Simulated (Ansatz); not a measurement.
Reaction: CH3Si (SMILES [CH]=[SiH2], doublet) → CH3Si (SMILES [SiH]=C, doublet)
Each species at its own B3LYP-D3(BJ)/def2-TZVP minimum (Ansatz, an electronic-structure program).

Property: isomerisation energy (electronic), in kcal/mol. Open shells are spin-unrestricted; no spin-orbit coupling. CBS(X,Y): correlation extrapolated as X^-3, Hartree-Fock from the larger set. A bracket is a step between two methods taken in the basis named. The functionals are non-relativistic, so their misses hold any scalar relativity. Double hybrids freeze cores in their MP2 part. '+ core + X2C': CCSD(T) terms for core correlation (cc-pwCVTZ, 1s frozen past Ne) and scalar relativity (cc-pVTZ-DK). The UHF reference of CH3Si ([CH]=[SiH2], doublet) is spin-contaminated (<S^2> up to 0.40 over the pure value in the sets run). The UHF reference of CH3Si (C=[SiH], doublet) is spin-contaminated (<S^2> up to 0.44 over the pure value in the sets run).

CCSD(T)/CBS(cc-pV(T+d)Z,cc-pV(Q+d)Z) + [CCSDT(Q) - CCSD(T)]/cc-pV(T+d)Z + core + X2C (Ansatz) gives -19.5 kcal/mol.

**Question.** What does PBE/def2-TZVPD (Ansatz) give here, and how do the other levels compare?

**Answer.** PBE gives -21.7 kcal/mol, 2.2 kcal/mol below it. Differences of the others: r2SCAN/def2-TZVPD (Ansatz) 0.4; B3LYP/def2-TZVPD (Ansatz) 0.6; wB97M-V/def2-TZVPD (Ansatz) 1.0; B2PLYP/def2-TZVPD (Ansatz) -0.1; CCSD(T)/CBS(cc-pV(T+d)Z,cc-pV(Q+d)Z) + core + X2C (Ansatz) 0.1 kcal/mol.
